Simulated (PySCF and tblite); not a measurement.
The numbers below are computed, except where a source is named.
System: C7H10Si, numbered as in [SiH3:1][CH:2]1[CH:3]=[CH:4][CH:5]=[CH:6][CH:7]=[CH:8]1.

The path came from a restrained scan, a climbing-image band and a saddle search at GFN2-xTB; energies are PBE0/pcSseg-1 + D3(BJ), IEF-PCM chloroform//PBE0-D3(BJ)/def2-SVP, thermal terms GFN2-xTB. Rate constants are transition-state-theory values, counting equivalent paths, without tunnelling. (PySCF 2.14 with density fitting, tblite 0.8.)

Problem. How high is the barrier to the shift of Si1 from C2 to C6, through which structure does it pass, and what rate follows at 298 K?

Solution. The electronic barrier is 25.0 kcal/mol and ΔG‡(298 K) 25.1 kcal/mol, over a Cs saddle with an imaginary mode of 374i cm⁻¹ (GFN2-xTB). With 2 equivalent paths, k is 5.1×10⁻⁶ s⁻¹, a mean lifetime of the start of 2.3 days against this motion.
